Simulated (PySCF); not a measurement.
**Cl (chlorine, neutral) across methods**

[Ne] 3s2 3p5, 2P determinant. Calculation: PySCF 2.14, in dyall-acv3z; the spin-free X2C one-electron Hamiltonian (Gaussian nucleus).

```json
{"method": "HSE06", "E (hartree)": "-461.4545", "mean ε 3s β (eV)": "-21.817", "mean ε 3p α (eV)": "-10.147", "mean ε 3p β (eV)": "-9.177", "Σ⟨r²⟩ (bohr²)": "27.54", "⟨S²⟩": "0.754"}
{"method": "BHandHLYP", "E (hartree)": "-461.5913", "mean ε 3s β (eV)": "-24.355", "mean ε 3p α (eV)": "-11.940", "mean ε 3p β (eV)": "-10.942", "Σ⟨r²⟩ (bohr²)": "27.58", "⟨S²⟩": "0.755"}
{"method": "UHF", "E (hartree)": "-460.90332", "mean ε 3s β (eV)": "-27.782", "mean ε 3p α (eV)": "-14.377", "mean ε 3p β (eV)": "-13.068", "Σ⟨r²⟩ (bohr²)": "27.58", "⟨S²⟩": "0.761"}
{"method": "LDA", "E (hartree)": "-460.0762", "mean ε 3s β (eV)": "-20.143", "mean ε 3p α (eV)": "-9.088", "mean ε 3p β (eV)": "-8.193", "Σ⟨r²⟩ (bohr²)": "27.81", "⟨S²⟩": "0.752"}
{"method": "PBE0", "E (hartree)": "-461.4349", "mean ε 3s β (eV)": "-22.229", "mean ε 3p α (eV)": "-10.563", "mean ε 3p β (eV)": "-9.587", "Σ⟨r²⟩ (bohr²)": "27.53", "⟨S²⟩": "0.754"}
{"method": "r2SCAN", "E (hartree)": "-461.5530", "mean ε 3s β (eV)": "-20.524", "mean ε 3p α (eV)": "-9.459", "mean ε 3p β (eV)": "-8.440", "Σ⟨r²⟩ (bohr²)": "27.49", "⟨S²⟩": "0.756"}
{"method": "PBE", "E (hartree)": "-461.4010", "mean ε 3s β (eV)": "-20.016", "mean ε 3p α (eV)": "-9.012", "mean ε 3p β (eV)": "-8.118", "Σ⟨r²⟩ (bohr²)": "27.73", "⟨S²⟩": "0.753"}
```

Q: Estimate the same row for PBEsol.

A: E (hartree) = -460.7031; mean ε 3s β (eV) = -19.971; mean ε 3p α (eV) = -8.974; mean ε 3p β (eV) = -8.064; Σ⟨r²⟩ (bohr²) = 27.73; ⟨S²⟩ = 0.753.
